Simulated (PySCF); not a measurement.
# YbH2 at several levels of theory

Computed with PySCF 2.14.0 (density fitting, no spin-orbit coupling) at the geometry relaxed with PBE0:

```xyz
3
YbH2 (singlet)
Yb    0.0000    0.0000    0.0160
H     1.8680    0.0000    0.9144
H    -1.8680    0.0000    0.9144
```

```
 level                                 basis    state  HOMO (eV)  gap (eV)  charge on Yb1 (e)  population of f-type functions on Yb1 (core shells left out)  dipole about the centre of mass (D)  largest force component (eV/Å)
  PBE0    Yb def2-SVP with ECP28, H def2-SVP  singlet      -5.47      3.79               0.65                                                         13.99                                 5.08                            0.00
r2SCAN                              the same  singlet      -2.94      0.88               0.64                                                         13.94                                 4.77                            0.18
  PBE0  Yb def2-TZVP with ECP28, H def2-TZVP  singlet      -5.51      3.78               0.57                                                         13.99                                 5.21                            0.01
```

Charges are Mulliken's, which hang on the basis. The relaxation used the grid (50, 194), these runs (75, 302) or, all-electron (x2c bases, spin-free X2C Hamiltonian), (99, 590).

Problem. What does BLYP with Yb def2-SVP with ECP28, H def2-SVP give here?

Solution. state singlet, HOMO (eV) -3.23, gap (eV) 0.77, charge on Yb1 (e) 0.59, population of f-type functions on Yb1 (core shells left out) 13.93, dipole about the centre of mass (D) 4.38, largest force component (eV/Å) 0.14. Time: 4.3 s on 2 threads of Arm Neoverse V1, with other jobs on the host, from an already converged density.

In the first row's basis the gap widens with exact exchange: 0.8 to 0.9 eV for BLYP, r2SCAN (none); 3.8 eV for PBE0 (a fixed share).

Small gap, closed shell not tested for a spin-broken solution: r2SCAN, BLYP.
